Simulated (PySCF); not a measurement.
Ga²⁺ (gallium, charge +2) across methods

[Ar] 3d10 4s1, 2S determinant. Calculation: PySCF 2.14, in dyall-av2z; no relativity, point nucleus.

```json
{"method": "HSE06", "E (hartree)": "-1923.614", "mean ε 3d α (eV)": "-42.846", "mean ε 3d β (eV)": "-42.646", "mean ε 4s α (eV)": "-26.862", "Σ⟨r²⟩ (bohr²)": "17.83", "⟨S²⟩": "0.750"}
{"method": "r2SCAN", "E (hartree)": "-1923.848", "mean ε 3d α (eV)": "-40.412", "mean ε 3d β (eV)": "-40.169", "mean ε 4s α (eV)": "-26.587", "Σ⟨r²⟩ (bohr²)": "17.80", "⟨S²⟩": "0.751"}
{"method": "BP86", "E (hartree)": "-1924.125", "mean ε 3d α (eV)": "-40.048", "mean ε 3d β (eV)": "-39.819", "mean ε 4s α (eV)": "-26.441", "Σ⟨r²⟩ (bohr²)": "17.85", "⟨S²⟩": "0.751"}
{"method": "PBE0", "E (hartree)": "-1923.619", "mean ε 3d α (eV)": "-43.292", "mean ε 3d β (eV)": "-43.091", "mean ε 4s α (eV)": "-27.152", "Σ⟨r²⟩ (bohr²)": "17.83", "⟨S²⟩": "0.750"}
{"method": "UHF", "E (hartree)": "-1922.35864", "mean ε 3d α (eV)": "-52.426", "mean ε 3d β (eV)": "-52.319", "mean ε 4s α (eV)": "-29.288", "Σ⟨r²⟩ (bohr²)": "17.84", "⟨S²⟩": "0.750"}
{"method": "B97-3", "E (hartree)": "-1923.707", "mean ε 3d α (eV)": "-43.512", "mean ε 3d β (eV)": "-43.347", "mean ε 4s α (eV)": "-26.973", "Σ⟨r²⟩ (bohr²)": "17.80", "⟨S²⟩": "0.750"}
{"method": "PBE", "E (hartree)": "-1923.579", "mean ε 3d α (eV)": "-39.920", "mean ε 3d β (eV)": "-39.680", "mean ε 4s α (eV)": "-26.252", "Σ⟨r²⟩ (bohr²)": "17.91", "⟨S²⟩": "0.750"}
{"method": "LDA", "E (hartree)": "-1920.841", "mean ε 3d α (eV)": "-40.289", "mean ε 3d β (eV)": "-40.066", "mean ε 4s α (eV)": "-26.586", "Σ⟨r²⟩ (bohr²)": "17.87", "⟨S²⟩": "0.750"}
{"method": "wB97X-V", "E (hartree)": "-1923.696", "mean ε 3d α (eV)": "-45.604", "mean ε 3d β (eV)": "-45.450", "mean ε 4s α (eV)": "-29.346", "Σ⟨r²⟩ (bohr²)": "17.88", "⟨S²⟩": "0.750"}
```
